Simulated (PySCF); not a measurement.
## FPtN, singlet: structure and spectrum

Method: PBE0 in PySCF with Pt def2-TZVP with ECP60, N def2-TZVP, F def2-TZVP; scalar-relativistic core potentials, no spin–orbit coupling; density-fitted integrals.

The structure is a minimum.

```xyz
3
charge 0 multiplicity 1, angstrom
Pt    0.0000    0.0000   -0.0536
N     0.0000    0.0000   -1.6988
F     0.0000    0.0000    1.7982
```

```
Point group                                                                   : C∞v
Bond lengths                                                                  : Pt–F 1.852 Å, Pt–N 1.645 Å
Bond angles                                                                   : F–Pt–N 180.0°
Enthalpy at 298.15 K above 0 K                                                : 12.48 kJ/mol
Zero-point energy                                                             : 12.8 kJ/mol
Dipole moment                                                                 : 1.20 D
Atomisation energy without zero-point energy                                  : 747 kJ/mol
Rotational constants                                                          : 0.1646 cm⁻¹
Principal polarisabilities                                                    : 30.5, 30.5, 51.6 bohr³
Rotational symmetry number                                                    : 1
Entropy at 298.15 K and 1 bar                                                 : 268.9 J/(mol K)
Heat capacity Cp at 298.15 K                                                  : 49.6 J/(mol K)
Principal quadrupole moments (Buckingham, traceless) about the centre of mass : -5.17, 2.58, 2.58 D Å
Highest occupied level                                                        : -8.30 eV
Lowest empty level                                                            : -4.58 eV
```

Harmonic modes (masses in u: Pt 194.965, N 14.003, F 18.998):
| symmetry | ω (cm⁻¹) | IR (km/mol, summed over degenerate members) | μ (u) | type |
| --- | --- | --- | --- | --- |
| π | 143 | 3.8 | 17.78 | bend |
| σ+ | 687 | 112 | 20.44 | stretch |
| σ+ | 1163 | 9.4 | 14.91 | stretch |

In C∞v the vibrations span π + 2σ+.

Charges (e):
```tsv
atom	Mulliken	Löwdin	polar tensor	Mayer order to Pt1
Pt1	0.61	0.54	0.73	–
N2	-0.18	-0.20	-0.13	2.74
F3	-0.43	-0.33	-0.60	0.76
```

Mulliken populations on Pt1 (electrons outside its core potential): s 3.22, p 6.25, d 7.87, f 0.05.

Formally Pt is in oxidation state +4, d6, with 0 unpaired electrons (the high-spin count would be 4). The polar-tensor charge on Pt, 0.73, is far below the formal one.

This need not be the most stable arrangement of these atoms. Spin–orbit coupling, left out here, can matter for elements this heavy.

The final relaxation and frequency run took roughly 50 core-seconds on a shared host.
